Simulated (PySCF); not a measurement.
A structure optimised at PBE-D3(BJ)/def2-SVP, used in a PySCF frequency run:

```xyz
11

Si     1.1506    -0.4083    -0.4664
Cl     1.7411     1.0891     0.8308
O     -0.4729    -0.1689    -0.9787
C     -1.4692    -0.3909    -0.0668
C     -2.8353    -0.1652    -0.6578
O     -1.2290    -0.7241     1.0770
H      1.3254    -1.7487     0.1652
H      1.9150    -0.2636    -1.7396
H     -2.9175     0.8819    -1.0120
H     -3.6118    -0.3728     0.0980
H     -2.9762    -0.8147    -1.5445
```

Q: Write its SMILES and formula.

A: CC(=O)O[SiH2]Cl, C2H5ClO2Si

Q: What are its rotational constants (standard atomic weights)?

A: 4.7965, 1.2743, 1.1603 GHz
